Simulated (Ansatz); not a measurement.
One change: `OC[SiH2]S` becomes `OC[SiH2]O[SiH3]`.

Ansatz, PBE0-D4/def2-TZVP geometries, multiplicity 1. Each molecule was computed in one conformer, which needn't be the lowest.

```tsv
property	`OC[SiH2]S`
size of the dipole moment (PBE/def2-TZVPP) / D	2.58
HOMO energy (PBE/def2-TZVPP) / eV	-6.03
HOMO–LUMO gap (PBE0/def2-TZVPP) / eV	7.56
LUMO energy (ωB97M-V/def2-TZVPP) / eV	1.93
HOMO–LUMO gap (B3LYP/def2-TZVPP) / eV	7.03
LUMO energy (PBE/def2-TZVPP) / eV	-0.58
```

**Question.** Give the same properties after the change, and the shifts. (An estimate is asked.)

**Answer.** The calculation gave: 
```tsv
property	`OC[SiH2]O[SiH3]`	shift
size of the dipole moment (PBE/def2-TZVPP) / D	2.26	-0.32
HOMO energy (PBE/def2-TZVPP) / eV	-6.59	-0.56
HOMO–LUMO gap (PBE0/def2-TZVPP) / eV	8.24	0.68
LUMO energy (ωB97M-V/def2-TZVPP) / eV	1.74	-0.19
HOMO–LUMO gap (B3LYP/def2-TZVPP) / eV	7.80	0.77
LUMO energy (PBE/def2-TZVPP) / eV	-0.81	-0.23
```

With PBE0 the HOMO falls by 0.91 eV and the LUMO falls by 0.23 eV, so the gap widens by about 0.68 eV. PBE moves the HOMO by -0.56 eV and ωB97M-V by -1.02 eV. Dipoles are sizes alone; their direction can turn.

B3LYP here is the variant with VWN-RPA as its local correlation; programs differ in this.
